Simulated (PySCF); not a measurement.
# Basis-set dependence of PbCl at HF

PySCF, UHF reference; doublet, unpaired electrons π ↑; De to Pb + Cl without counterpoise correction.

| basis | relativity | functions | Re (Å) | ωe (cm⁻¹) | De (eV) | μ (D) |
| --- | --- | --- | --- | --- | --- | --- |
| def2-SVP | scalar-relativistic core potentials | 44 | 2.513 | 317 | 2.30 | -4.40 |
| def2-SVPD | scalar-relativistic core potentials | 59 | 2.539 | 299 | 2.46 | -4.71 |
| x2c-TZVPPall | spin-free X2C | 125 | 2.484 | 307 | 2.41 | -4.18 |

Q: How does each smaller set differ from the one with most functions, x2c-TZVPPall?

A: def2-SVP: +2.9 pm, +3.3 % in ωe, -0.11 eV in De; def2-SVPD: +5.5 pm, -2.6 % in ωe, +0.05 eV in De. All at HF; the set with most functions is neither the basis-set limit nor always the best. The rows treat relativity differently, so the differences are not basis effects alone.

A positive dipole means Pb(−)Cl(+). Spin–orbit coupling is left out, which matters for elements this heavy, above all for dissociation energies. Hartree–Fock leaves out correlation, which carries a large part of most bond energies and some tenths to 1 eV of ionisation energies. The state is the lowest determinant that a PBE0 search found; another state may lie lower at other levels.
